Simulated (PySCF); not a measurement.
# Polarisability and C₆ of W(68+) (tungsten, charge +68)

[He] 2s2 2p2, high-spin 3P determinant. Computed with PySCF 2.14 in an uncontracted even-tempered set (17 s from 47 bohr⁻², ratio 2.2; 10 p from 61 bohr⁻², ratio 2.2; 5 d from 230 bohr⁻², ratio 2.4; 5 f from 340 bohr⁻², ratio 2.4; 4 g from 510 bohr⁻², ratio 2.4), with no relativity, point nucleus. Coupled (time-dependent) response in atomic units; α is the mean over directions.

| method | mean α (bohr³) | α xx, yy, zz | C₆ (like pair) | S(−4) |
| --- | --- | --- | --- | --- |
| UHF | 0.0004574 | 0.0005650, 0.0004035, 0.0004035 | 1.733e-06 | 5.042e-06 |
| PBE0 | 0.0004429 | 0.0005553, 0.0003867, 0.0003867 | 1.654e-06 | 4.635e-06 |

S(−4) is the Cauchy moment in α(ω) = α(0) + S(−4) ω² + …

Spin-orbit coupling is absent.

α(iu) at PBE0:

| u (hartree) | α(iu) (bohr³) |
| --- | --- |
| 0 | 0.0004429 |
| 1.00 | 0.0004383 |
| 2.00 | 0.0004252 |
| 4.00 | 0.0003803 |
| 6.00 | 0.0003246 |
| 8.00 | 0.0002707 |
| 10.0 | 0.0002243 |
| 15.0 | 0.0001443 |
| 20.0 | 0.0001000 |
| 30.0 | 5.908e-05 |
| 50.0 | 3.386e-05 |

A single London oscillator, α(iu) = α/(1 + u²/ω²), gives C₆ = (3/4) ω α². Matching the computed C₆ needs ω = 4 × 1.654e-06 / (3 × 0.0004429²) = 11.2 hartree.

For an ion, C₆ is the dispersion term alone; charge-induced terms of lower order in 1/R come first.

The components differ because the open shell of this determinant is not spherical; for a pure term their mean is the scalar polarisability.

A non-relativistic calculation at this Z misses sizeable relativistic shifts. Spin-orbit coupling is strong in this species (close to jj coupling), so the high-spin LS determinant is a model state, not a physical level.
